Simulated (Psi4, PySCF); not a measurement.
CHO$_{3}$ (SMILES O=C([O-])O), charge -1, singlet, at a GFN2-xTB geometry, atoms displaced at random by about 0.03 Å a coordinate. Base run: PBE0/def2-SVP, gradient (PySCF).

Input for PySCF:
```python
from pyscf import gto, scf, dft

mol = gto.Mole()
mol.atom = '''
    O     1.122635   -0.525291    0.070976
    C    -0.122922    0.042215   -0.009639
    O    -0.135894    1.282930    0.037878
    O    -1.099698   -0.711506   -0.106471
    H     1.782843    0.185413    0.103668
'''
mol.basis = 'def2-svp'
mol.charge = -1
mol.spin = 0
mol.verbose = 4
mol.build()

mf = dft.RKS(mol)
mf.xc = 'pbe0'
mf.kernel()
g = mf.nuc_grad_method()
grad = g.kernel()
```

Programs used: Psi4, PySCF; a row that names a program was run with it.

The coordinate followed is z of atom 3.

Variants of this job, named by their change:

```csv
change,dE/dx (Eh/bohr),net force (Eh/bohr)
base,-0.000178,0.000061
finite difference step (bohr) = 1e-4; conv_tol = 1e-11,-0.000175,-
code = psi4,-0.000173,0.000037
grids.level = 0; grid_response = off,-0.000387,0.006083
conv_tol = 1e-4,-0.000121,0.000061
density fitting = on,-0.000179,0.000061
conv_tol = 1e-11,-0.000178,0.000061
grids.level = 5; grid_response = off,-0.000171,0.000001
grids.level = 5; grid_response = on,-0.000171,0.000000
finite difference step (bohr) = 1e-5; conv_tol = 1e-11,-0.000175,-
grid_response = on,-0.000175,0.000000
grids.level = 1; grid_response = off,-0.000182,0.000256
```

The net force is zero for an exact gradient.
